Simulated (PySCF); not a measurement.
This script is equivalent to a calculation on B²⁺ (boron, charge +2).

```python
from pyscf import gto, scf, dft, mp, cc
import basis_set_exchange as bse
mol = gto.M(atom="B 0 0 0", charge=2, spin=1, symmetry="D2h",
            basis=gto.basis.parse(bse.get_basis("cc-pVDZ-DK", elements=["B"], fmt="nwchem", header=False)),
            nucmod="G")
mf = dft.UKS(mol, xc="LDA,VWN").sfx2c1e()
mf.irrep_nelec = {'Ag': (2, 1)}
mf.kernel()
```

Q: What total energy does it give?

A: -23.135 hartree (calculated).

Q: Which occupied shell lies highest, and where?

A: 2s α, at -32.335 eV.

Q: What is ⟨S²⟩, and what would a pure spin state give?

A: 0.750, against 0.75.
